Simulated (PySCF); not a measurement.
## Radial density of Zn⁺ (zinc, charge +1)

PBE, [Ar] 3d10 4s1, 2S determinant. Calculation: PySCF 2.14, in cc-pVDZ-PP with ECP10MDF (4s4p3d1f, 38 functions); a scalar-relativistic core potential. This is the valence pseudo-density: the core potential removes the inner electrons and smooths the orbitals near the nucleus.

```json
{"r (bohr)": "0.00638", "4πr²ρ (e/bohr)": "1.331e-05", "4πr²(ρα − ρβ)": "0.0000"}
{"r (bohr)": "0.0107", "4πr²ρ (e/bohr)": "3.752e-05", "4πr²(ρα − ρβ)": "0.0000"}
{"r (bohr)": "0.0181", "4πr²ρ (e/bohr)": "0.0001116", "4πr²(ρα − ρβ)": "0.0000"}
{"r (bohr)": "0.0304", "4πr²ρ (e/bohr)": "0.0004957", "4πr²(ρα − ρβ)": "0.0000"}
{"r (bohr)": "0.0511", "4πr²ρ (e/bohr)": "0.005197", "4πr²(ρα − ρβ)": "0.0000"}
{"r (bohr)": "0.0859", "4πr²ρ (e/bohr)": "0.07262", "4πr²(ρα − ρβ)": "-0.0003"}
{"r (bohr)": "0.145", "4πr²ρ (e/bohr)": "0.7272", "4πr²(ρα − ρβ)": "-0.0040"}
{"r (bohr)": "0.243", "4πr²ρ (e/bohr)": "4.575", "4πr²(ρα − ρβ)": "-0.0157"}
{"r (bohr)": "0.409", "4πr²ρ (e/bohr)": "17.85", "4πr²(ρα − ρβ)": "0.0082"}
{"r (bohr)": "0.688", "4πr²ρ (e/bohr)": "22.68", "4πr²(ρα − ρβ)": "-0.0306"}
{"r (bohr)": "1.16", "4πr²ρ (e/bohr)": "7.336", "4πr²(ρα − ρβ)": "0.1397"}
{"r (bohr)": "1.95", "4πr²ρ (e/bohr)": "1.449", "4πr²(ρα − ρβ)": "0.4773"}
{"r (bohr)": "3.27", "4πr²ρ (e/bohr)": "0.2833", "4πr²(ρα − ρβ)": "0.2353"}
{"r (bohr)": "5.51", "4πr²ρ (e/bohr)": "0.01568", "4πr²(ρα − ρβ)": "0.0157"}
{"r (bohr)": "9.26", "4πr²ρ (e/bohr)": "8.003e-05", "4πr²(ρα − ρβ)": "0.0001"}
```

Energies and moments cover only the electrons outside the core potential.

Task: Where is the radial spin density 4πr²(ρα − ρβ) most negative, and why is it negative at all?

Result: Around r = 0.688 bohr, down to -0.0306 e/bohr: exchange with the open shell polarises the paired shells in an unrestricted calculation.
